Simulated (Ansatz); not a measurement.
Hf4⁻. Total charge -1; doublet. Geometry r2SCAN-D4/def2-SVPD; atoms count from 1.

```xyz
4

Hf    1.5616   -0.0099    0.6926
Hf   -0.0744    1.3001   -1.1382
Hf   -0.2737   -1.5442   -0.7294
Hf   -1.2136    0.2540    1.1750
```

In the def2 sets Hf takes a core potential; there is no spin–orbit coupling. The charge -1 doublet is spin-contaminated (final ⟨S²⟩ up to 1.46, 0.75 for a pure state). The structure comes from a short search, and lower isomers may exist.

**Question.** Estimate the Mulliken populations from the PBE0/def2-TZVPD orbitals of Ansatz.

**Answer.** 
```csv
atom,charge (e),spin (α − β),d electrons
Hf1,-0.23,0.41,2.48
Hf2,-0.27,0.09,2.48
Hf3,-0.27,0.09,2.48
Hf4,-0.23,0.41,2.48
```
Mulliken values depend strongly on the basis. With diffuse functions, as here, like atoms can get unlike values, and bond orders can come out too low or too high.

**Question.** Where does the spin sit?

**Answer.** Summed by element: Hf 1.00, of 1 unpaired in all. Largest on single atoms: Hf1 0.41, Hf4 0.41, Hf3 0.09.

**Question.** And the Mayer bond orders between heavy atoms (over 0.3)?

**Answer.** Hf1–Hf2 1.84 (2.78 Å); Hf1–Hf3 1.84 (2.78 Å); Hf1–Hf4 1.76 (2.83 Å); Hf2–Hf3 1.69 (2.88 Å); Hf2–Hf4 1.84 (2.78 Å); Hf3–Hf4 1.84 (2.78 Å).
